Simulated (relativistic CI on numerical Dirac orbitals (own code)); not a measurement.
**Electric-dipole transitions in Ta XXVI**

Calculated at this level of theory: Dirac-Coulomb-Breit CI, orbitals from a KLI potential per configuration, model QED (radiative potential, 1s self-energy scaled to tabulated hydrogen-like ionisation energies), unscaled Slater integrals (own radial code, finite nucleus).

Configurations in the expansion (outside the closed core [Ar] 3d10): 4s²4p⁶4d¹⁰4f², 4s²4p⁶4d¹⁰4f5s, 4s²4p⁶4d⁹4f³, 4s²4p⁶4d¹⁰5s², 4s²4p⁶4d¹⁰4f5p, 4s²4p⁶4d¹⁰5s5p, 4s²4p⁵4d¹⁰4f³, 4s²4p⁶4d¹⁰4f5d, 4s²4p⁶4d¹⁰5p², 4s²4p⁶4d¹⁰5s5d, 4s²4p⁶4d¹⁰5p5d, 4s²4p⁶4d⁹4f²5s, 4s²4p⁶4d⁹4f5s², 4s²4p⁶4d¹⁰4f5f, 4s4p⁶4d¹⁰4f³, 4s²4p⁶4d⁹4f5s5p. Levels of other configurations are missing.

```tsv
λ vac (nm)	Lower	Upper	A (s⁻¹)	gf	Branching (%)
6.1059	4s²4p⁶4d¹⁰4f² ³H6 [6]	4s²4p⁶4d⁹4f³ ³I°7 [191]	2.31e+10	1.93e-01	93.2
6.1615	4s²4p⁶4d¹⁰4f² ³H5 [3]	4s²4p⁶4d⁹4f³ ³K°6 [144]	2.11e+10	1.56e-01	86.1
6.1625	4s²4p⁶4d¹⁰4f² ³H4 [1]	4s²4p⁶4d⁹4f³ ³H°4 [111]	2.20e+10	1.13e-01	93.8
18.284	4s²4p⁶4d¹⁰4f5s ³F°3 [15]	4s²4p⁶4d¹⁰4f5p ¹G4 [27]	7.42e+09	3.35e-01	13.2
18.591	4s²4p⁶4d¹⁰4f5s ³F°2 [14]	4s²4p⁶4d¹⁰4f5p ³D1 [25]	5.81e+10	9.03e-01	100.0
18.609	4s²4p⁶4d¹⁰4f5s ¹F°3 [17]	4s²4p⁶4d¹⁰4f5p ¹D2 [29]	5.62e+10	1.46e+00	97.5
18.926	4s²4p⁶4d¹⁰4f5s ³F°4 [16]	4s²4p⁶4d¹⁰4f5p ³G5 [28]	5.77e+10	3.41e+00	100.0
18.973	4s²4p⁶4d¹⁰4f5s ³F°3 [15]	4s²4p⁶4d¹⁰4f5p ³G4 [24]	4.95e+10	2.40e+00	88.1
19.008	4s²4p⁶4d¹⁰4f5s ³F°2 [14]	4s²4p⁶4d¹⁰4f5p ³F2 [23]	3.99e+10	1.08e+00	72.4
19.089	4s²4p⁶4d¹⁰4f5s ³F°4 [16]	4s²4p⁶4d¹⁰4f5p ¹G4 [27]	2.31e+10	1.13e+00	40.9
19.118	4s²4p⁶4d¹⁰4f5s ³F°3 [15]	4s²4p⁶4d¹⁰4f5p ³F2 [23]	1.47e+10	4.02e-01	26.6
19.142	4s²4p⁶4d¹⁰4f5s ³F°4 [16]	4s²4p⁶4d¹⁰4f5p ³D3 [26]	1.65e+10	6.33e-01	30.5
19.304	4s²4p⁶4d¹⁰4f5s ¹F°3 [17]	4s²4p⁶4d¹⁰4f5p ¹G4 [27]	2.59e+10	1.30e+00	45.9
19.359	4s²4p⁶4d¹⁰4f5s ¹F°3 [17]	4s²4p⁶4d¹⁰4f5p ³D3 [26]	3.48e+10	1.37e+00	64.6
19.412	4s²4p⁶4d¹⁰4f5s ³F°2 [14]	4s²4p⁶4d¹⁰4f5p ³F3 [22]	2.57e+10	1.02e+00	48.6
19.527	4s²4p⁶4d¹⁰4f5s ³F°3 [15]	4s²4p⁶4d¹⁰4f5p ³F3 [22]	2.53e+10	1.01e+00	47.9
30.046	4s²4p⁶4d¹⁰4f5s ³F°4 [16]	4s²4p⁶4d¹⁰4f5p ³G4 [21]	6.90e+09	8.41e-01	49.1
30.575	4s²4p⁶4d¹⁰4f5s ³F°2 [14]	4s²4p⁶4d¹⁰4f5p ³G3 [18]	7.01e+09	6.88e-01	52.3
30.582	4s²4p⁶4d¹⁰4f5s ¹F°3 [17]	4s²4p⁶4d¹⁰4f5p ³G4 [21]	6.85e+09	8.65e-01	48.7
30.861	4s²4p⁶4d¹⁰4f5s ³F°3 [15]	4s²4p⁶4d¹⁰4f5p ³G3 [18]	6.21e+09	6.21e-01	46.3
```

Terms are leading LS components. Brackets give the number of a level in order of energy, since labels repeat. The list gives strong lines, with weight on those to low levels, without lines whose two gauges differ by over a factor of 2.5, among the lowest 200 of 1271 levels, so that lines to higher ones, which can be the strongest, are missing. Levels whose partners in the same complex of configurations lie outside the list can be far off, and so can their lines. Rates are taken at the computed energies, electric ones in the length gauge.

At this charge energies of transitions that change n are usually good to better than 1 %, and those within a shell (Δn = 0) to a few per cent. Terms inside the open d or f shell come out 10 to 20 % too wide with unscaled integrals.

**Question.** From the table, what is the radiative lifetime of 4s²4p⁶4d¹⁰4f5p ¹G4?

**Answer.** The listed rates from this level add up to about 5.63e+10 s⁻¹, 100 % of its decay; with all channels τ = 1.77e-11 s.

LS names give the leading component of a level, which can be under half, so a name can repeat, a term be missing and a line seem to break the LS rules.
